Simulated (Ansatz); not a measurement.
**A geometry optimisation of C3H9AlO2 with PBE0-D3(BJ)/def2-SVP**

The starting geometry of this gas-phase singlet was optimised with GFN2-xTB; its bonds are those of `C[O][Al]([CH3])[CH2]O`.

```xyz
15

C     0.3899   -0.3073   -1.2101
C     0.6197    2.4553    2.2611
C    -2.6331    1.2913    1.3936
Al   -0.6153    1.3792    1.1275
O    -0.0985    0.4694   -0.1539
O    -3.1712    0.1760    0.6757
H     0.8496    0.3357   -1.9643
H     1.1396   -1.0098   -0.8409
H    -0.4237   -0.8720   -1.6723
H     0.1073    2.9236    3.1037
H     1.4345    1.8488    2.6660
H     1.0896    3.2544    1.6821
H    -3.1852    2.2041    1.1081
H    -2.8942    1.1158    2.4445
H    -2.7878    0.1795   -0.2071
```

Question: Predict what becomes of its bonds when it is optimised with PBE0-D3(BJ)/def2-SVP.

Answer: It keeps its bonds, and is `C[O][Al]([CH3])[CH2]O`.

The energy falls by 0.19 eV over 24 steps:

```tsv
step	E − E(last) (eV)
1	0.186
4	0.089
6	0.074
9	0.046
11	0.011
14	0.003
16	0.002
19	0.001
21	0.000
24	0.000
```

Final geometry (Å):

```tsv
atom	x (Å)	y (Å)	z (Å)
C	0.4607	-0.1377	-1.0437
C	0.6643	2.1644	2.1026
C	-2.7658	1.3847	1.3805
Al	-0.8118	1.3355	1.1339
O	-0.5652	0.3667	-0.2571
O	-3.3907	0.4147	0.5612
H	0.3662	0.2152	-2.0865
H	1.4648	0.1587	-0.6840
H	0.4304	-1.2419	-1.0684
H	0.3348	2.6409	3.0394
H	1.4462	1.4295	2.3572
H	1.1490	2.9432	1.4893
H	-3.1653	2.4042	1.1797
H	-3.0360	1.1942	2.4378
H	-2.7602	0.1717	-0.1281
```

No frequencies were run, so the end isn't proven a minimum. Run with Ansatz 0.2.0, 3.1 min on 2 threads of AMD EPYC (Zen 3), on a shared host.
